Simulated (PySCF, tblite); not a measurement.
A set of runs on `Fc1n[se]nc1C(F)(F)F`; the geometry of each is named by its level. Settings lines and outputs come from a driver script.

Species: C3F4N2Se.
Numbering: `[F:1][c:2]1[n:3][se:4][n:5][c:6]1[C:7]([F:8])([F:9])[F:10]`

Step 1: GFN2-xTB geometry optimisation, gas phase (tblite 0.8.0) (from a force-field or distance-geometry start)
```json
{"job": {"kind": "relax", "xc": "GFN2-xTB", "basis": "xTB"}, "charge": 0, "multiplicity": 1}
```
```
step      E/eV     max force
  0    -934.32805    4.179
  1    -934.86857    1.250
  2    -934.96785    0.753
...
 20    -935.05607    0.031
 21    -935.05615    0.031
 22    -935.05619    0.018
 23    -935.05622    0.012
 24    -935.05623    0.009
```

Energy lowered by 16.8 kcal/mol over 24 steps; largest atomic force 0.009 eV/Å at the end. «max force» is the largest atomic force in eV/Å.

On an Arm Neoverse V2 with one thread, shared host with 96 logical CPUs at a one-minute load of 54, this took 0.13 s wall.

Step 2: GFN2-xTB harmonic vibrations, gas phase (tblite 0.8.0) (on the GFN2-xTB geometry)
```json
{"job": {"kind": "ir", "xc": "GFN2-xTB", "basis": "xTB"}, "charge": 0, "multiplicity": 1}
```
```
(table of modes left out)
```

24 modes from 18 to 1523 cm⁻¹ (unscaled, harmonic); zero-point energy 22.9 kcal/mol; all wavenumbers are real at this level.

Hardware: an Arm Neoverse V2 with one thread, no GPU, shared host with 96 logical CPUs at a one-minute load of 54. Cost: 0.27 s of wall time.

Step 3: TDDFT PBE0/def2-SVPD, vertical, gas phase, core orbitals frozen in the response (PySCF 2.14.0, density-fitted response routines) (on the GFN2-xTB geometry)
```json
{"job": {"kind": "uv", "xc": "PBE0", "basis": "def2-SVPD", "nstates": 8, "ntriplets": 3}, "charge": 0, "multiplicity": 1}
```
```
...
Static polarisability (au): isotropic 72.716, principal 50.559 69.742 97.848
Singlet excitations
state   eV       nm        f      main configurations
  1   4.7120    263.1   0.00010   H-1->L 0.99
  2   5.0531    245.4   0.16786   H->L 0.93
  3   5.2286    237.1   0.00022   H->L+1 0.99
  4   6.0534    204.8   0.00167   H-3->L 0.95
  5   6.1757    200.8   0.02002   H-1->L+1 0.95
  6   6.4568    192.0   0.02777   H-2->L 0.87
  7   6.8182    181.8   0.00127   H-2->L+1 0.90
  8   6.9880    177.4   0.00044   H->L+2 0.86, H-2->L+1 0.08
Triplet excitations (Tamm-Dancoff, eV): 3.4985 3.9894 4.3381
```

HOMO -8.35 eV, LUMO -2.63 eV; lowest singlet 4.71 eV; lowest triplet 3.50 eV (Tamm–Dancoff); mean polarisability 72.7 au.

Hardware: an x86-64 server with one thread, shared host. Cost: 36 s.

Geometry of the electronic-property runs (GFN2-xTB):
```
atom  x, y, z in Å
F1     0.5528    2.0904    0.0282
C2     0.9770    0.8452    0.0514
N3     2.2474    0.5712    0.1206
Se4    2.4521   -1.1682    0.1275
N5     0.7232   -1.4299    0.0333
C6     0.1054   -0.2777    0.0030
C7    -1.3914   -0.1887   -0.0766
F8    -1.7842    0.4640   -1.1802
F9    -1.8985    0.4822    0.9680
F10   -1.9749   -1.3838   -0.0977
```

 (This holds for the electronic-property runs.)
